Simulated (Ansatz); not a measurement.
Start from `[OH][Ga]([SH])[SH]` and change one atom or group to get `C[O][Ga]([OH])[SH]`.

Ansatz, PBE0-D4/def2-TZVP geometries, multiplicity 1. Each molecule was computed in one conformer, which needn't be the lowest.

Scalar relativity is left out up to krypton.

```csv
property,`[OH][Ga]([SH])[SH]`
LUMO energy (B3LYP/def2-TZVPP) / eV,-1.19
HOMO energy (ωB97M-V/def2-TZVPP) / eV,-9.83
HOMO–LUMO gap (B3LYP/def2-TZVPP) / eV,6.21
LUMO energy (PBE0/def2-TZVPP) / eV,-0.87
HOMO energy (PBE0/def2-TZVPP) / eV,-7.67
LUMO energy (PBE/def2-TZVPP) / eV,-1.78
```

(1) What does the change do to each property? (Estimate.)

## Answers

(1) Computed: 
```
                             property  `C[O][Ga]([OH])[SH]`  shift
  LUMO energy (B3LYP/def2-TZVPP) / eV                 -1.09   0.10
HOMO energy (ωB97M-V/def2-TZVPP) / eV                -10.03  -0.20
HOMO–LUMO gap (B3LYP/def2-TZVPP) / eV                  6.44   0.23
   LUMO energy (PBE0/def2-TZVPP) / eV                 -0.75   0.12
   HOMO energy (PBE0/def2-TZVPP) / eV                 -7.79  -0.12
    LUMO energy (PBE/def2-TZVPP) / eV                 -1.69   0.09
```

With PBE0 the HOMO falls by 0.12 eV and the LUMO rises by 0.12 eV, so the gap widens by about 0.24 eV. PBE moves the HOMO by 0.04 eV and ωB97M-V by -0.20 eV.

B3LYP here is the variant with VWN-RPA as its local correlation; programs differ in this.
